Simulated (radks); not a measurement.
Rb, 37 electrons, occupied as [Kr] 5s1 (the NIST ground configuration). Method: Dirac Kohn-Sham, LB94 model potential, spin-unpolarised, spherical densities, finite nucleus; Fermi nuclear charge, rms radius 4.2036 fm; computed with a radial shooting solver on a logarithmic mesh with Libxc functionals.

Spin-orbit splittings of the eigenvalues, e(l+1/2) - e(l-1/2), with zeta = 2 splitting/(2l+1) and mean radii in bohr:

| shell | occ. | splitting (eV) | zeta (eV) | <r> j=l-1/2 | <r> j=l+1/2 |
|---|---|---|---|---|---|
| 2p | 6 | 61.69 | 41.13 | 0.1517 | 0.1557 |
| 3p | 6 | 9.170 | 6.113 | 0.5118 | 0.5223 |
| 3d | 10 | 1.592 | 0.6367 | 0.5198 | 0.5236 |
| 4p | 6 | 0.9452 | 0.6301 | 1.680 | 1.720 |
